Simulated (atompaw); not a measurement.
## Which setting gave this result? (copper (Cu), PAW (atompaw))

Base potential:

```json
{"Element": "Cu", "Generator": "atompaw 4.2.0.5", "Type": "PAW", "Functional": "PBE", "Relativity": "scalar-relativistic", "Frozen core": "[Ar]", "Valence charge": "11", "Reference configuration": "3d10 4s0 4p0 (charge +1)", "Partial waves": "4s (bound, empty): rc 2.50 bohr; 4s channel at 3.65 Ry: rc 2.50 bohr; 4p (bound, empty): rc 2.50 bohr; 4p channel at 4.2 Ry: rc 2.50 bohr; 3d (bound): rc 1.10 bohr; 3d channel at 2.7 Ry: rc 1.10 bohr", "Local potential": "bessel scheme, radius 2.10 bohr", "Core correction": "smooth core density matched at 1.30 bohr", "Augmentation charge": "besselshape compensation charge, radius 1.95 bohr; PAW radius 2.50 bohr; waves and projectors: custom rrkj gramschmidtortho"}
```

Cutoffs, loose and tight: the cutoffs (Ry, on a coarse ladder) from which the occupation-weighted sum of valence levels, in a spherical-Bessel basis at the reference potential, stays within 10 and 1 mRy of its value at 400 Ry. They see the waves, projectors and local potential, not the compensation charge or the core.

Only the scale of all radii (base = 1) is moved (1 further runs of the sweep failed or gave no value and are left out):

```json
{"scale of all radii (base = 1)": "0.79", "cutoff, loose": "200 Ry", "cutoff, tight": "300 Ry", "bound ghosts": "none"}
{"scale of all radii (base = 1)": "0.87", "cutoff, loose": "160 Ry", "cutoff, tight": "260 Ry", "bound ghosts": "none"}
{"scale of all radii (base = 1)": "0.94", "cutoff, loose": "140 Ry", "cutoff, tight": "230 Ry", "bound ghosts": "none"}
{"scale of all radii (base = 1)": "0.98", "cutoff, loose": "120 Ry", "cutoff, tight": "200 Ry", "bound ghosts": "none"}
{"scale of all radii (base = 1)": "1.07", "cutoff, loose": "100 Ry", "cutoff, tight": "160 Ry", "bound ghosts": "none"}
{"scale of all radii (base = 1)": "1.18", "cutoff, loose": "70 Ry", "cutoff, tight": "110 Ry", "bound ghosts": "none"}
{"scale of all radii (base = 1)": "1.24", "cutoff, loose": "60 Ry", "cutoff, tight": "100 Ry", "bound ghosts": "none"}
{"scale of all radii (base = 1)": "1.3", "cutoff, loose": "50 Ry", "cutoff, tight": "90 Ry", "bound ghosts": "none"}
```

Q: One more run gave cutoff, loose: 80 Ry; cutoff, tight: 140 Ry; bound ghosts: none. Which value of the scale of all radii (base = 1) was used?

A: 1.12. The tight cutoff moves one way along this sweep, from 300 Ry at 0.79 to 90 Ry at 1.3, which places the run between 1.07 and 1.18.
